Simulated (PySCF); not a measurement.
**[Ce(NH3)]3+ at several levels of theory**

Computed with PySCF 2.14.0 (density fitting, no spin-orbit coupling) at the geometry relaxed with r2SCAN:

```xyz
5
[Ce(NH3)]3+ (singlet in the valence; each metal's 4f electrons, 1 of them, lie in its core potential, out of spins and levels)
Ce    0.0000    0.0000   -0.2148
N     0.0000    0.0000    2.2524
H     0.9402    0.0000    2.7112
H    -0.4701    0.8142    2.7112
H    -0.4701   -0.8143    2.7112
```

| level | basis | state | HOMO (eV) | gap (eV) | charge on Ce1 (e) | population of f-type functions on Ce1 (polarisation alone where 4f lies in the core) | dipole about the centre of mass (D) | largest force component (eV/Å) |
| --- | --- | --- | --- | --- | --- | --- | --- | --- |
| r2SCAN | Ce lcecp-1-SVP with ECP47, N def2-SVP, H def2-SVP | singlet | -25.64 | 5.61 | 2.53 | 0.01 | 3.19 | 0.01 |
| r2SCAN | Ce lcecp-1-TZVP with ECP47, N def2-TZVP, H def2-TZVP | singlet | -25.57 | 5.50 | 2.60 | 0.02 | 3.28 | 0.31 |
| PBE0 | Ce def2-SVP with ECP28, N def2-SVP, H def2-SVP | doublet | -27.02 | 4.87 | 2.51 | 1.09 | 3.44 | 0.78 |

In the lcecp rows the 4f levels are missing from HOMO and gap, and the state counts the valence alone.

HOMO and gap are taken over both spins. Charges are Mulliken's, which hang on the basis. The relaxation used the grid (50, 194), these runs (75, 302) or, all-electron (x2c bases, spin-free X2C Hamiltonian), (99, 590).

Q: Order these levels, in the first row's basis, by the HOMO–LUMO gap they give here, smallest first.
A. PBE
B. wB97X
C. HF
D. TPSSh

A: A (4.74 eV), D (5.91 eV), B (11.88 eV), C (14.12 eV).

Q: And their other results?

A: 
```
level    state  HOMO (eV)  gap (eV)  charge on Ce1 (e)  population of f-type functions on Ce1 (polarisation alone where 4f lies in the core)  dipole about the centre of mass (D)  largest force component (eV/Å)
   HF  singlet     -30.10     14.12               2.65                                                                                  0.02                                 2.30                            1.20
  PBE  singlet     -25.46      4.74               2.48                                                                                  0.01                                 3.49                            0.36
TPSSh  singlet     -26.01      5.91               2.52                                                                                  0.01                                 3.18                            0.09
wB97X  singlet     -29.09     11.88               2.56                                                                                  0.02                                 2.75                            0.12
```

In the first row's basis the gap widens with exact exchange: 4.7 to 5.6 eV for PBE, r2SCAN (none); 5.9 eV for TPSSh (a fixed share); 11.9 to 14.1 eV for wB97X, Hartree–Fock (rising or full at long range).

No frequency check is given that shows the relaxed geometry to be a minimum. An lcecp potential fixes the number of 4f electrons, so in runs with it no electron can move into or out of that shell.

Rows with open f shells in the valence may stand above their lowest state, and their gaps can end on f levels.
